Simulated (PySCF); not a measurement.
# Polarisability and C₆ of Cu⁻ (copper, charge -1)

[Ar] 3d10 4s2, closed-shell 1S. Calculation: PySCF 2.14, in aug-cc-pVTZ-PP with one added diffuse shell each of s, p, d, f, g type with ECP10MDF (7s7p6d4f3g, 113 functions); a scalar-relativistic core potential. Coupled (time-dependent) response in atomic units; α is the mean over directions.

```json
{"method": "LC-wPBE", "mean α (bohr³)": "229.9", "C₆ (like pair)": "3404", "S(−4)": "39960"}
```

S(−4) is the Cauchy moment in α(ω) = α(0) + S(−4) ω² + …

α(iu) at LC-wPBE:

```csv
u (hartree),α(iu) (bohr³)
0,229.9
0.0500,164.8
0.100,96.65
0.200,41.79
0.300,23.69
0.500,11.48
0.750,6.541
1.00,4.404
1.50,2.525
2.00,1.698
3.00,0.9619
5.00,0.4553
```

A single London oscillator, α(iu) = α/(1 + u²/ω²), gives C₆ = (3/4) ω α². Matching the computed C₆ needs ω = 4 × 3404 / (3 × 229.9²) = 0.0859 hartree.

For an ion, C₆ is the dispersion term alone; charge-induced terms of lower order in 1/R come first.

Energies and moments cover only the electrons outside the core potential.
